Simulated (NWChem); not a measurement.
# BNH₂, triplet; SMILES of the neutral closed-shell parent B=N

```xyz
4

B     -0.1622    -0.8067     0.0000
N     -0.1124     0.5724     0.0000
H      0.9925    -1.2833     0.0000
H      0.6054     1.3099     0.0000
```
Atoms are numbered in this order, from 1.

In the optimisation the excess spin sits in a' (Cs, its own frame). Structure relaxed at the PBE-D3(BJ)/def2-SVP, spin-unrestricted level. This spin state was assumed; another may lie lower. No stability test was run on the SCF state.

Symmetry labels are those of Cs in the frame above (b1 and b2, or b-type labels, depend on it).

Task: List the 6 lowest vertical excitations from PBE0/aug-cc-pVDZ, spin-unrestricted, TDA (NWChem).

Result: 
```csv
state,energy (eV),oscillator strength,symmetry of the excitation,<S²>
state 1,0.99,0.001,a",2.01
state 2,3.43,0.016,a",2.01
state 3,4.44,0.013,a',2.03
state 4,4.84,0.039,a',2.02
state 5,5.58,0.060,a',2.03
state 6,5.60,0.007,a",2.06
```
